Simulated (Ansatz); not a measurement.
Ansatz (a program for electronic structure) input for F2Re, SMILES [F][Re][F] (connectivity only; charge and spin as stated), neutral, multiplicity 6, PBE/def2-TZVPD. Geometry: B3LYP-D3(BJ)/def2-TZVP. The multiplicity is an assumed one; other spin states were not compared. The def2 effective core potentials stand for the cores of Re; spin–orbit coupling is left out.

Ansatz 0.2 input:
```yaml
crystal:
  periodic: [false, false, false]
  atoms:
    - {symbol: Re, position_ang: [0.00000000, 0.00000000, 0.00000000]}
    - {symbol: F, position_ang: [0.00000000, 0.00000000, -1.92957682]}
    - {symbol: F, position_ang: [0.00000000, 0.00000000, 1.92957682]}
basis:
  gaussian:
    orbitals: def2-TZVPD
hamiltonian:
  xc: {name: PBE}
magnetization: {spin_polarized: true, initial_magnetization: 5}
```

Program output:

```
WARN ansatz: RAYON_NUM_THREADS=1 ignored (pool sized by the plan → 1); use --threads N
Functional definition: PBE
integrals: 0.04 GiB planned
761 factors; their error is unknown
mean field: 0.39 GiB planned
mean field evaluation 1: about -7559.3148 eV, gradient 3.5e1 eV
mean field evaluation 2: about -7499.8569 eV, gradient 1.3e2 eV
mean field evaluation 4: about -7562.8405 eV, gradient 4.2e0 eV
mean field evaluation 8: about -7562.9188 eV, gradient 2.8e-2 eV
mean field evaluation 16: about -7562.9148 eV, gradient 4.7e-6 eV
mean field -7562.91478348 eV, -277.9319919652 hartree, gradient 4.6e-6 eV, S^2 8.755323; 0 other end points of the search recorded, 0 dependent functions left out
reference -7562.91483325 eV, -277.9319937941 hartree; 19, 14 occupied and 104, 109 virtual orbitals, 761 factors
Total energy: -7562.91483325 eV, -277.9319937941 hartree
```

Self-consistency was reached.
